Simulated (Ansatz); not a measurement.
C$_{2}$H$_{6}$OSiTe (`CC(=O)[Te][SiH3]`) at its PBE0-D4/def2-TZVP geometry, where that method's forces vanish. Charge 0, multiplicity 1. Te takes the def2 core potential.

| atom | x (Å) | y (Å) | z (Å) |
| --- | --- | --- | --- |
| C1 | 0.543 | 1.339 | 0.472 |
| C2 | 1.056 | 1.020 | -0.898 |
| O3 | 1.786 | 1.711 | -1.533 |
| Te4 | 0.402 | -0.870 | -1.789 |
| Si5 | -1.036 | -1.714 | 0.063 |
| H6 | -0.548 | 1.370 | 0.459 |
| H7 | 0.943 | 2.301 | 0.795 |
| H8 | 0.844 | 0.554 | 1.170 |
| H9 | -1.569 | -3.020 | -0.397 |
| H10 | -2.163 | -0.786 | 0.345 |
| H11 | -0.258 | -1.904 | 1.314 |

For each bond, give half the difference of the two atoms' forces along it (eV/Å; positive pushes the atoms apart) under PBE-D4, r2SCAN-D4, B3LYP-D4, ωB97M-V in def2-TZVPP. (Best estimate.)

Computed: 
```csv
bond,length (Å),PBE-D4,r2SCAN-D4,B3LYP-D4,ωB97M-V
C1–C2,1.497,-0.29,-0.06,0.08,0.18
C1–H6,1.093,0.10,-0.03,-0.07,-0.07
C1–H7,1.091,0.12,-0.03,-0.08,-0.10
C1–H8,1.093,0.10,-0.03,-0.07,-0.07
C2–O3,1.189,1.08,0.36,0.22,0.12
C2–Te4,2.189,0.01,0.09,0.10,-0.16
Te4–Si5,2.492,0.04,0.01,0.23,0.04
Si5–H9,1.484,0.08,-0.03,-0.10,-0.10
Si5–H10,1.486,0.09,-0.01,-0.09,-0.12
Si5–H11,1.486,0.09,-0.01,-0.09,-0.12
```

B3LYP here is the variant with VWN-RPA as its local correlation; programs differ in this.
